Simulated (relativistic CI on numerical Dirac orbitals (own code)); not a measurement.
**d1 to d9 in one octahedral field**

Computed with a parametric ligand-field model without spin-orbit coupling, by exact diagonalisation: B = 420, C = 1790, 10Dq = 23400 cm⁻¹ (Oh; |10Dq|/B = 55.7) for every shell. Energies in cm⁻¹; the field energy is (0.6 n_e − 0.4 n_t2) × 10Dq of the ground term; g labels are left out. So small a B with so large a field is typical of 4d and 5d ions, where spin-orbit coupling, left out here, reaches 1,000 to 4,000 cm⁻¹.

| Shell | Ground term | Electrons in e | Field energy | First spin-allowed bands | Lowest term of other spin |
| --- | --- | --- | --- | --- | --- |
| d1 | 2T2 | 0.000 | -9360 | 2E 23400 |  |
| d2 | 3T1 | 0.008 | -18524 | 3T2 22372, 3T1 27643 | 1T2 6240 |
| d3 | 4A2 | 0.000 | -28080 | 4T2 23400, 4T1 28122 | 2E 8712 |
| d4 | 3T1 | 0.014 | -37122 | 3E 21645, 3T1 22092 | 1T2 5395 |
| d5 | ? | ? | ? | ? | ? |
| d6 | 1A1 | 0.020 | -55691 | 1T1 22064, 1T2 28104 | 3T1 18295 |
| d7 | 2E | 1.013 | -41811 | 2T1 21964, 2T2 22418 | 4T1 14717 |
| d8 | 3A2 | 2.000 | -28080 | 3T2 23400, 3T1 28122 | 1E 6895 |
| d9 | 2E | 3.000 | -14040 | 2T2 23400 |  |

Question: Fill in the row of d5.

Answer: Ground term: 2T2; Electrons in e: 0.026; Field energy: -46193; First spin-allowed bands: 2A2 21026, 2T1 21175; Lowest term of other spin: 4T1 14792. Low spin: d4, d5, d6, d7; the other shells keep the spin of the free ion. Only d4 to d7 can choose; the field needed to pair spins is smallest for d6 and largest for d5, which loses most exchange energy. In the strong-field picture 10Dq must exceed about 6B + 5C = 11470 (d4), 7.5B + 5C = 12100 (d5), 2.5B + 4C = 8210 (d6) and 4B + 4C = 8840 (d7); mixing of terms shifts these bounds somewhat.
